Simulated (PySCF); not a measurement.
# Structure from 2D NMR

Compound of formula C6H14O. Correlations simulated from computed shifts and the bond graph:

HSQC (one-bond C–H):
| δH | δC |
| --- | --- |
| 3.87 | 70.1 |
| 3.16 | 79.8 |
| 1.76 | 33.9 |
| 1.19 | 15.9 |
| 0.95 | 21.6 |

COSY cross peaks (H two or three bonds apart, from the bond graph; peaks can be absent where the dihedral angle is near 90°):
| δH | δH |
| --- | --- |
| 3.87 | 1.19 |
| 3.16 | 1.76 |
| 1.76 | 0.95 |

HMBC (two and three bonds, from the bond graph):
| δH | δC |
| --- | --- |
| 3.87 | 79.8, 15.9 |
| 3.16 | 70.1, 33.9, 21.6 |
| 1.76 | 79.8, 21.6 |
| 1.19 | 70.1 |
| 0.95 | 79.8, 33.9, 21.6 |

Non-relativistic Hamiltonian, equivalent nuclei averaged, single conformer, no solvent model. GFN2-xTB geometry; GIAO PBE0/pcSseg-1 shieldings; PySCF 2.14.

Shifts are taken against calculated references (same method and geometry level): 1H (σref 31.72) and 13C (σref 186.93) against TMS.

Exchangeable hydrogens are left out of these lists.

Work out the connectivity.

Results:

i-BuOEt.

Atom-mapped SMILES (the numbers label the heavy atoms): `[CH3:1][CH2:2][O:3][CH2:4][CH:5]([CH3:6])[CH3:7]`. Each H is labelled by its parent atom.

δC 79.8 is C4, an sp3 CH2 bonded to O (δH 3.16). δC 70.1 is C2, an sp3 CH2 bonded to O (δH 3.87). δC 33.9 is C5, an sp3 CH (δH 1.76). δC 21.6 is C6/C7, a methyl carbon (δH 0.95). δC 15.9 is C1, a methyl carbon (δH 1.19). COSY links 3.87–1.19, 3.16–1.76, 1.76–0.95.

The shifts were computed for this structure.

Shifts are as computed. Against solution values, carbons near 30 ppm lie about +3 ppm off and those near 130 ppm about +5 ppm. Of 1211 compounds with measured shifts, 218 miss one by over three times the rms of a fit or turn the order of signals round; such compounds aren't used in these exercises.
